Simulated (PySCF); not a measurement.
## Ionisation energy of Tc²⁺ by level of theory

Tc²⁺ [Kr] 4d5 [4d3/2^4 4d5/2^1, M_J = 5/2] → Tc³⁺ [Kr] 4d4 [4d3/2^4, M_J = 0], as a difference of total energies. All numbers are calculated (PySCF 2.14, the two-component X2C-1e Hamiltonian, in x2c-TZVPPall-2c (8s9p7d2f1g, 93 functions)). Correlated levels: [Ar] 3d10 frozen; the 6 highest virtual spinors dropped. "Screened" scales the spin-orbit matrix elements by Boettger's factors to mimic the two-electron term; Breit and QED terms are absent.

```tsv
method	ionisation energy (eV)
GHF (spin-free)	28.895
GMP2 (spin-free)	29.767
GHF (screened spin-orbit)	28.751
GMP2 (screened spin-orbit)	29.614
```

Question: How much does correlation contribute at GMP2 (screened spin-orbit)?

Answer: 29.614 − (28.751) = 0.863 eV, measured against GHF (screened spin-orbit).

The spin-free rows relax to the high-spin LS determinant and lack the spin-orbit shift.

Errors of the correlated levels include the incompleteness of this basis and the frozen core.

The labels give the starting determinants; with spin-orbit coupling the two ends relaxed to ⟨J²⟩ = 8.75, ⟨L²⟩ = 0.02, ⟨S²⟩ = 8.74 and ⟨J²⟩ = 3.70, ⟨L²⟩ = 5.97, ⟨S²⟩ = 5.97.

The determinant of Tc³⁺ mixes levels of different J (the jj label is only the starting occupation), so the difference between spin-free and spin-orbit rows is not the physical spin-orbit shift.

For comparison: 29.55 eV (semi-empirical (NIST evaluation); NIST Atomic Spectra Database, ionization energies).
